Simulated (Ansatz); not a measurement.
Reaction (isomerisation): `O[SiH](O)[SiH](O)F` → `O[SiH](O)O[SiH2]F`

Calculated with Ansatz (gas phase, PBE0-D4/def2-TZVP geometries, no zero-point term in ΔE). CBS: MP2 limit from def2 TZ/QZ plus the TZ coupled-cluster correction, frozen cores. Each species was taken in one conformer, which may not be the lowest.

`O[SiH](O)[SiH](O)F`:

Cartesian coordinates in Å:
```
O -2.215 0.234 -0.148
Si -0.723 -0.169 -0.711
O 0.109 1.124 -1.327
Si 0.809 -0.797 0.963
O 1.689 0.540 1.311
F 1.742 -1.966 0.388
H -2.272 0.809 0.616
H -1.014 -1.160 -1.776
H -0.198 1.523 -2.144
H 0.266 -1.290 2.250
H 1.808 1.151 0.578
```

`O[SiH](O)O[SiH2]F`:

Cartesian coordinates in Å:
```
O -1.246 -1.219 1.701
Si -0.825 -0.805 0.183
O 0.304 -1.797 -0.470
O -0.133 0.664 0.153
Si 0.909 1.678 -0.563
F 0.345 3.156 -0.387
H -0.588 -1.156 2.395
H -2.084 -0.820 -0.581
H 0.097 -2.730 -0.537
H 2.219 1.623 0.119
H 1.001 1.405 -2.013
```

```tsv
species	CCSD(T)/def2-TZVPP energy (Eh)
`O[SiH](O)[SiH](O)F`	-906.48039
`O[SiH](O)O[SiH2]F`	-906.54195
```

Work out ΔE.

ΔE = (-906.54195) − (-906.48039) = -0.06156 Eh = -161.6 kJ/mol. CCSD(T)/CBS gives -160.4 kJ/mol.

Largest T1 diagnostic among the species: 0.013.

From r2SCAN to r2SCAN0 (25 % exact exchange), in def2-TZVPP and without D4, ΔE moves by −7.1 kJ/mol. At CCSD(T), def2-SVP lies +3.9 kJ/mol from the extrapolated value and def2-TZVPP −1.2 kJ/mol. In def2-TZVPP, CCSD(T) changes the Hartree–Fock value by +30.0 kJ/mol (the triples alone add +4.7 kJ/mol) and MP2 by +24.3 kJ/mol.
